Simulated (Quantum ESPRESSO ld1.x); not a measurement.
Results of a calculation; reference values are marked as such.
Problem. Species: Cr XVIII. Configuration: [He] 2s2 2p3. Code: ld1.x of Quantum ESPRESSO 7.5. Model: Dirac Kohn-Sham, revPBE, spin-unpolarised, spherical densities, point nucleus; open shells fill j = l - 1/2 first. Some entries of the table are withheld. Estimate them.

| orbital | occ. | eigenvalue (eV) | <r> (bohr) |
|---|---|---|---|
| 1s1/2 | 2 | -6680.07 | 0.06333 |
| 2s1/2 | 2 | -1327.55 | 0.2753 |
| 2p1/2 | 2 | (1) | (2) |
| 2p3/2 | 1 | (3) | (4) |
| 3s1/2 | 0 | -529.757 | 0.6664 |
| 3p1/2 | 0 | -505.386 | (5) |
| 3p3/2 | 0 | -502.814 | (6) |

Solution. 
(1) 2p1/2 eigenvalue (eV): -1250.66
(2) 2p1/2 <r> (bohr): 0.2377
(3) 2p3/2 eigenvalue (eV): -1240.38
(4) 2p3/2 <r> (bohr): 0.2401
(5) 3p1/2 <r> (bohr): 0.6419
(6) 3p3/2 <r> (bohr): 0.6454
